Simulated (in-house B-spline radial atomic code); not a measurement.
Checks on a self-consistent run for Cs⁵⁺, [Kr] 4d10 5s2 (5p1/2)2. Level of theory: Dirac-Hartree-Fock, average of the jj configuration, Fermi nucleus of rms radius 4.8041 fm; calculated with a radial B-spline atomic code at the basis-set limit.

```csv
orbital,q,ε (Eh),<1/r>,<r²>,small-component weight
1s1/2,2,-1332.09699,59.3976,0.000924758,0.041207
2s1/2,2,-214.52351,13.9402,0.0147408,0.0088934
2p1/2,2,-201.39487,13.8831,0.0109098,0.0088829
2p3/2,4,-188.39285,12.7236,0.0121793,0.008404
3s1/2,2,-47.91184,5.01488,0.101103,0.0026905
3p1/2,2,-42.39521,4.91618,0.0961863,0.0026221
3p3/2,4,-39.82906,4.63109,0.103862,0.0024938
3d3/2,4,-30.25530,4.47783,0.0863831,0.0023602
3d5/2,6,-29.71787,4.40491,0.0885757,0.0023222
4s1/2,2,-11.42107,2.02119,0.542542,0.00077277
4p1/2,2,-9.36338,1.91613,0.587911,0.00071211
4p3/2,4,-8.81195,1.82414,0.633438,0.00067138
4d3/2,4,-5.38853,1.59749,0.786896,0.00053628
4d5/2,6,-5.28982,1.57783,0.800061,0.0005274
5s1/2,2,-3.07905,0.804246,2.95794,0.00017352
5p1/2,2,-2.54052,0.726401,3.56013,0.00014593
```

Electron-electron repulsion V_ee = 2750.7877 hartree.

What total energy follows from the eigenvalues?

The eigenvalues count the repulsion twice, so E = Σqε - V_ee = -5030.210 - 2750.788 = -7780.997 hartree; the run printed -7780.997.

Does the Dirac virial theorem hold?

For a point nucleus E = -2c²Σq·w, with w the small-component weight. Here Σq·w = 0.20716 and c = 137.0360, so the ratio E/(-2c²Σq·w) is 1.000070; the finite nucleus accounts for the departure from 1.

What diamagnetic shielding (Lamb formula) and susceptibility (Langevin formula) do the radii give?

σ = (α²/3)Σq<1/r> = 342.153/(3·137.036²) = 6073.4 ppm, and χ = -0.79199×10⁻⁶·Σq<r²> = -21.83×10⁻⁶ cm³/mol with Σq<r²> = 27.568 bohr². Both are non-relativistic formulas without the paramagnetism of open shells; for so heavy an element the full relativistic shielding is larger by tens of per cent.
